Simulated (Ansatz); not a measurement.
Born–Oppenheimer molecular dynamics of CH5AlF4 (11 atoms, charge 0, multiplicity 1). It starts from a rough guess of a transition structure, not a stationary point.

Theory: Ansatz 0.2.0, UKS PBE0-D4/STO-3G.

```
ensemble                      : NVE (velocity Verlet)
time step                     : 0.5 fs
steps asked                   : 150
starting velocities drawn for : 100 K
seed                          : 539842
```

First frame:

```xyz
11
Properties=species:S:1:pos:R:3
Al -1.089 0.354 -0.068
C 0.813 -0.582 -0.931
F -2.313 -0.402 -0.844
F -1.018 1.988 0.037
H -0.014 0.355 1.948
F -1.083 -0.185 1.972
H 0.767 0.181 0.237
F 0.951 0.688 1.322
H 0.331 -0.483 -1.911
H 0.808 -1.641 -0.676
H 1.846 -0.274 -1.086
```

(1) How far do the bonds stretch over the last three quarters of this one trajectory? (Pairs bonded in most of those frames.)

## Answers

(1) 
| bond | mean (Å) | spread (Å) | shortest | longest |
| --- | --- | --- | --- | --- |
| Al1–C2 | 1.999 | 0.045 | 1.92 | 2.13 |
| Al1–F3 | 1.639 | 0.057 | 1.55 | 1.73 |
| Al1–F4 | 1.653 | 0.061 | 1.57 | 1.75 |
| Al1–F6 | 1.832 | 0.149 | 1.58 | 1.99 |
| C2–H9 | 1.104 | 0.010 | 1.08 | 1.13 |
| C2–H10 | 1.096 | 0.009 | 1.08 | 1.12 |
| C2–H11 | 1.105 | 0.019 | 1.07 | 1.14 |
| H5–F6 | 1.087 | 0.065 | 0.97 | 1.24 |
| H7–F8 | 1.050 | 0.074 | 0.94 | 1.22 |

Mean temperature of the second half: 908 K. The conserved energy stayed within 0.22 meV per atom of its start (net change -0.12 meV per atom), so the integration is sound. The system heated up, since it started high on the potential surface and ran downhill. A run of 0.075 ps of so small a system gives no equilibrium averages. The orbitals stay closed-shell, which can raise the energy where a bond breaks towards radicals; this wasn't checked here. Limits of this set-up: minimal basis.

Time of the run: 12 min on 1 CPU thread of a shared host.
